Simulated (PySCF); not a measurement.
Breaking a bond: BeO, singlet.

- UHF/6-31G (PySCF)
- UKS-B3LYP = unrestricted B3LYP/6-31G (PySCF)
- RCCSD(T) = PySCF with CCSD(T) on RHF/6-31G, 1 core orbital frozen
- UKS-TPSSh = unrestricted TPSSh/6-31G run with PySCF
- RHF/6-31G (PySCF)

Energies are in kcal/mol, each relative to the lowest point of its own curve near equilibrium.

| R / Å | UHF | UKS-B3LYP | RCCSD(T) | UKS-TPSSh | RHF |
|---|---|---|---|---|---|
| 1.06 | 105.4 | 82.2 | 94.9 | 85.6 | 75.7 |
| 1.12 | 69.2 | 45.4 | 55.5 | 48.1 | 39.6 |
| 1.19 | 44.3 | 19.0 | 26.2 | 20.8 | 14.7 |
| 1.25 | 33.5 | 6.5 | 11.4 | 7.7 | 3.9 |
| 1.28 | 30.9 | 2.9 | 6.7 | 3.8 | 1.2 |
| 1.32 | 14.6 | 0.3 | 2.6 | 0.8 | 0.0 |
| 1.38 | 6.0 | 0.0 | 0.1 | 0.0 | 2.0 |
| 1.39 | 5.0 | 0.3 | 0.0 | 0.2 | 2.6 |
| 1.44 | 1.5 | 3.0 | 0.8 | 2.5 | 7.3 |
| 1.53 | 0.0 | 11.5 | 5.9 | 10.1 | 19.2 |
| 1.64 | 4.0 | 20.9 | 16.4 | 19.0 | 36.1 |
| 1.80 | 16.1 | 32.3 | 35.2 | 30.1 | 56.0 |
| 2.01 | 36.3 | 50.5 | 56.6 | 47.6 | 72.1 |
| 2.17 | 52.1 | 64.1 | 71.7 | 60.8 | 79.9 |
| 2.39 | 70.3 | 80.5 | 90.7 | 76.8 | 87.0 |
| 2.68 | 80.5 | 95.1 | 109.7 | 91.8 | 92.5 |
| 2.89 | 83.6 | 101.5 | 117.5 | 98.5 | 94.9 |
| 3.22 | 85.9 | 107.3 | 122.1 | 104.9 | 96.9 |
| 3.59 | 86.9 | 110.7 | 123.1 | 108.7 | 97.9 |
| 3.95 | 87.4 | 112.5 | 123.3 | 110.6 | 98.4 |
| 4.67 | 87.8 | 114.0 | 123.5 | 112.2 | 98.6 |
| 5.36 | 87.9 | 114.3 | 123.5 | 112.7 | 98.6 |

At the longest distance, 5.36 Å, RCCSD(T) lies highest above its minimum (123.5 kcal/mol) and UHF lowest (87.9 kcal/mol).

The unrestricted determinant behind UHF is spin-contaminated at 1.32 to 5.36 Å (<S²> up to 2.0, against 0.00 for a pure singlet). The unrestricted determinant behind UKS-B3LYP, UKS-TPSSh is spin-contaminated at 1.53 to 5.36 Å (<S²> up to 1.1, against 0.00 for a pure singlet). The T1 diagnostic of CCSD on the restricted reference of RCCSD(T) exceeds 0.045 at 1.28 to 2.68 Å. The restricted form behind RHF keeps the bonding electrons paired and can't separate into open-shell fragments.
